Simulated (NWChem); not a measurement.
# silylphosphine (SiPH₅); SMILES [SiH3]P

```xyz
7

Si    -0.0001     1.0728    -0.0226
P      0.0000    -1.1937    -0.0996
H     -1.2179     1.5603    -0.7375
H      1.2134     1.5607    -0.7446
H      0.0039     1.6306     1.3646
H     -1.0386    -1.3208     0.8741
H      1.0447    -1.3204     0.8677
```
Atoms are numbered in this order, from 1.

Structure relaxed at the PBE0/def2-SVP level.

 Unshifted, non-relativistic core excitations; the lowest 4 roots alone, so stronger bands may lie above.

Task: List the first P K-edge excitations from BHandHLYP/cc-pVTZ, restricted-window TDA (NWChem).

Result: 
| state | energy (eV) | dipole oscillator strength | leading excitation (squared amplitude) |
|---|---|---|---|
| S1 | 2123.3 | 0.0052 | 1s of atom 2 or its equivalents → LUMO+2 (0.92) |
| S2 | 2123.7 | 0.0052 | 1s of atom 2 or its equivalents → LUMO+1 (0.79) |
| S3 | 2124.5 | 0.0019 | 1s of atom 2 or its equivalents → LUMO (0.82) |
| S4 | 2126.3 | 0.0003 | 1s of atom 2 or its equivalents → LUMO+3 (0.90) |
